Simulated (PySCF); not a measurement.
# Structure from NMR data

Molecular formula: C4H12O2Si2. Simulated spectra:

¹H NMR (600 MHz, computed): δ 5.35 (m, 1H), 4.56 (m, 2H), 4.37 (m, 2H), 4.01 (t, 3H), 2.19 (m, 1H), 1.37 (m, 1H), -0.32 (m, 2H).

¹³C{¹H} NMR (computed): δ 68.2, 35.8, -2.6.

[PySCF: geometry: GFN2-xTB; shielding tensors at PBE0/pcSseg-1 (GIAO); fast rotation and ring inversion assumed for equivalent nuclei; a single conformation; non-relativistic Hamiltonian; gas phase]

Scale: TMS for ¹H and ¹³C (reference shieldings calculated alike).

Q: What is the structure?

A: 
Rings plus π bonds: 1 (1 ring in the answer). 3 carbon signals for 4 carbons: some carbons are equivalent by symmetry or fast rotation. Carbon types of the structure: 4 × CH2, leaving 4 H on heteroatoms. δC 68.2: sp3 CH2 bonded to O; pulled downfield by the heteroatom. δC 35.8: sp3 CH2 in a ring; aliphatic region, no heteroatom directly attached. δC -2.6: sp3 CH2 bonded to 2 Si; an electropositive neighbour leaves it electron-rich and shielded. δH 4.56, 4.37: hydrogen on an sp3 CH2 bonded to O; its carbon carries O, hence the downfield position. δH 4.01: hydrogen on a silicon bonded to C. δH 2.19, 1.37: hydrogen on an sp3 CH2 in a ring. δH -0.32: hydrogen on an sp3 CH2 bonded to 2 Si; an electropositive neighbour shields it, as in TMS itself.

These data were computed for `[SiH3]C[SiH]1OCCCO1`.

The data come from this structure; uniqueness wasn't tested.

Shifts are as computed. Against solution values, carbons near 30 ppm lie about +3 ppm off and those near 130 ppm about +5 ppm. Of 1211 compounds with measured shifts, 218 miss one by over three times the rms of a fit or turn the order of signals round; such compounds aren't used in these exercises. Multiplicities follow the n + 1 count of equivalent neighbours, as no J values were calculated; m marks all less simple cases, F and P coupling included.
